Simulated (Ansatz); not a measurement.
Relaxation of CH₃ClFNOSi (9 atoms, charge 0, multiplicity 1), to a largest force component of 0.015 eV/Å in at most 40 steps.

Level of theory: RKS BLYP/def2-SVP in Ansatz.

```xyz
9
Properties=species:S:1:pos:R:3
N 1.114 -1.300 0.071
C 0.331 -0.078 0.539
O -1.083 -0.132 0.272
Si -0.398 1.183 -0.566
F -0.703 0.822 -2.116
Cl -1.521 2.745 0.194
H 1.081 -1.975 0.787
H 0.592 -1.662 -0.726
H 0.676 0.350 1.528
```

**Question.** Where does it end, and by what steps?

**Answer.** The run converged. After 18 steps the energy has fallen by 1.210 eV; O3 moved furthest, 1.10 Å. Parted: C2–O3.

```tsv
step	energy less start (eV)	largest force component (eV/Å)	accepted
0	0.0000	3.829	yes
1	-0.5011	1.852	yes
2	-0.6582	1.015	yes
3	-0.5652	2.062	no
4	-0.7863	0.550	yes
5	-0.8500	0.552	yes
6	-0.9167	0.822	yes
7	-0.9506	1.753	yes
8	-1.0009	1.084	yes
9	-1.1026	0.537	yes
10	-1.1571	0.711	yes
11	-1.1802	0.570	yes
12	-1.1902	0.630	yes
13	-1.2025	0.179	yes
14	-1.2063	0.121	yes
15	-1.2091	0.098	yes
16	-1.2097	0.046	yes
17	-1.2098	0.022	yes
18	-1.2098	0.007	yes
```

```xyz
9
Properties=species:S:1:pos:R:3
N 1.053 -1.092 0.033
C 0.406 -0.098 0.610
O -2.154 0.066 0.432
Si -0.981 0.818 -0.303
F -0.596 0.431 -1.868
Cl -0.707 2.885 -0.186
H 1.571 -1.816 0.546
H 0.967 -1.210 -0.986
H 0.529 -0.031 1.706
```

The run took 92 s on 2 threads of Arm Neoverse N1, on a shared host, peak memory 0.21 GiB.
